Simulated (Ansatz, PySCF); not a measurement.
C$_{5}$H$_{11}$Se, doublet, at a GFN2-xTB geometry. Base run: PBE/STO-3G (PySCF).

PySCF was given this input:
```python
from pyscf import gto, scf, dft

mol = gto.Mole()
mol.atom = '''
    C     2.29637255   -0.94634639    0.75234700
    C     1.59938250   -0.62937542   -0.52463166
    Se    0.20345855    0.57348155   -0.67304375
    C    -1.00289763   -0.04927358    0.82172781
    C    -1.38403725   -1.49819032    0.59098751
    C    -2.20743354    0.87237582    0.87129765
    H     3.12174512   -0.25208013    0.94207276
    H     2.72498373   -1.94772873    0.69603122
    H     1.62010201   -0.90815918    1.60305648
    H     2.20050582   -0.66402759   -1.42328111
    H    -0.41621143    0.05496636    1.73939848
    H    -1.96706730   -1.86982428    1.43274878
    H    -1.98226257   -1.59236799   -0.31357124
    H    -0.49544456   -2.11747333    0.48177907
    H    -2.85759208    0.59143629    1.69862159
    H    -1.89749548    1.90695479    1.01045726
    H    -2.77717372    0.80479040   -0.05419601
'''
mol.basis = 'sto-3g'
mol.spin = 1
mol.verbose = 3
mol.build()

mf = dft.UKS(mol)
mf.xc = 'pbe'
mf.kernel()
```

The same geometry, method and basis name were run in Ansatz (a first-principles code) and PySCF, at each program's defaults and at the settings that a row names. The base is PySCF at its defaults. Differences at the defaults can come from grids, fitting, cores and function types together.

| code and settings | ΔE vs base (mEh) | basis functions | E (Eh) | SCF cycles | dipole (D) |
|---|---|---|---|---|---|
| PySCF, defaults (exact integrals, its default grid, spherical functions) | 0.000 | 54 | -2568.92421 | 10 | 1.30 |
| Ansatz, defaults (factorised integrals, its default grid, spherical functions) | 0.007 | 54 | -2568.92420 | - | - |
| PySCF, density fitting with def2-universal-jkfit | -3.288 | 54 | -2568.92749 | 10 | 1.30 |
| PySCF, fine grid | 0.010 | 54 | -2568.92420 | 10 | 1.30 |
| Ansatz, high accuracy | 0.008 | 54 | -2568.92420 | - | - |

Open shells are given as the SCF converged; they aren't shown to be the lowest states, and a large step between rows can be another state.
